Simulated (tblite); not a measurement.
Isomers of C6H11N3. Method: GFN2-xTB as coded in tblite; computed harmonic values from a numerical Hessian at the method's own geometry, unscaled. This tight-binding method is rough: wavenumbers can miss measured ones by several per cent, in bad cases by 10 to 20. One conformer each.

Electronic energies: GFN2-xTB at the same geometries; isomer energies are rough at this level and their order can be wrong.

```tsv
SMILES	electronic energy, lowest = 0 (kcal/mol)
Cc1cnn(C(C)C)n1	9.1
CCc1nnc(C)n1C	0.0
CC(C)Cn1nccn1	14.4
```

Question: How do GFN2-xTB zero-point energies change the relative energies?

Answer: 
```json
{"SMILES": "CCc1nnc(C)n1C", "ZPE (kcal/mol)": "105.4", "of it from modes above 1550 cm⁻¹": "51.9", "electronic (kcal/mol)": "0.0", "with ZPE, lowest = 0 (kcal/mol)": "0.0", "lowest mode (cm⁻¹)": "60", "rings": "1"}
{"SMILES": "Cc1cnn(C(C)C)n1", "ZPE (kcal/mol)": "105.6", "of it from modes above 1550 cm⁻¹": "47.9", "electronic (kcal/mol)": "9.1", "with ZPE, lowest = 0 (kcal/mol)": "9.3", "lowest mode (cm⁻¹)": "29", "rings": "1"}
{"SMILES": "CC(C)Cn1nccn1", "ZPE (kcal/mol)": "106.3", "of it from modes above 1550 cm⁻¹": "48.0", "electronic (kcal/mol)": "14.4", "with ZPE, lowest = 0 (kcal/mol)": "15.2", "lowest mode (cm⁻¹)": "17", "rings": "1"}
```

The zero-point energies span 0.9 kcal/mol, from `CCc1nnc(C)n1C` to `CC(C)Cn1nccn1`. The order is unchanged.
